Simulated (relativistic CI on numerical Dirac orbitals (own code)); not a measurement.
**Radial parameters of Mo X**

Calculated at this level of theory: Dirac-Coulomb-Breit CI, KLI orbitals optimised for each configuration, a model potential for QED, unscaled Slater integrals (own radial code, finite nucleus).

Slater integrals F^k, G^k are unscaled and averaged over j, outside the closed core [Ar] 3d10; ζ comes from projecting the Hamiltonian with its Breit term on Σ l·s of the shell.

- 4s2 4p3: F^2(4p,4p) = 96308, ζ(4p) = 17286 cm⁻¹; <r>(4p) = 1.089, <r^2>(4p) = 1.338 (bohr units).
- 4s 4p4: F^2(4p,4p) = 96311, G^1(4s,4p) = 127750, ζ(4p) = 17231 cm⁻¹; <r>(4s) = 1.021, <r^2>(4s) = 1.171, <r>(4p) = 1.089, <r^2>(4p) = 1.337 (bohr units).
- 4p5: ζ(4p) = 17185 cm⁻¹; <r>(4p) = 1.09, <r^2>(4p) = 1.34 (bohr units).

In this model ζ of a weakly bound d, f or g electron outside closed shells comes out too small, for d by up to a factor of two or three and at times with the wrong sign; that of an outer p electron is too small as well.

Averages of the first 10 configurations, taken without configuration mixing, which lowers the lowest level and can move excited configurations by several eV; other configurations of the list can lie among them:

```json
{"Configuration": "4s2 4p3", "Parity": "odd", "States": "20", "Average energy above the lowest level (eV)": "7.3"}
{"Configuration": "4s 4p4", "Parity": "even", "States": "30", "Average energy above the lowest level (eV)": "39.1"}
{"Configuration": "4p5", "Parity": "odd", "States": "6", "Average energy above the lowest level (eV)": "75.3"}
{"Configuration": "4s2 4p2 4d", "Parity": "even", "States": "150", "Average energy above the lowest level (eV)": "54.0"}
{"Configuration": "4s 4p3 4d", "Parity": "odd", "States": "400", "Average energy above the lowest level (eV)": "83.9"}
{"Configuration": "4s2 4p2 4f", "Parity": "odd", "States": "210", "Average energy above the lowest level (eV)": "98.1"}
{"Configuration": "4s 4p3 4f", "Parity": "even", "States": "560", "Average energy above the lowest level (eV)": "128.4"}
{"Configuration": "4s2 4p2 5s", "Parity": "even", "States": "30", "Average energy above the lowest level (eV)": "86.5"}
{"Configuration": "4p4 4d", "Parity": "even", "States": "150", "Average energy above the lowest level (eV)": "118.3"}
{"Configuration": "4s2 4p2 5p", "Parity": "odd", "States": "90", "Average energy above the lowest level (eV)": "98.1"}
```
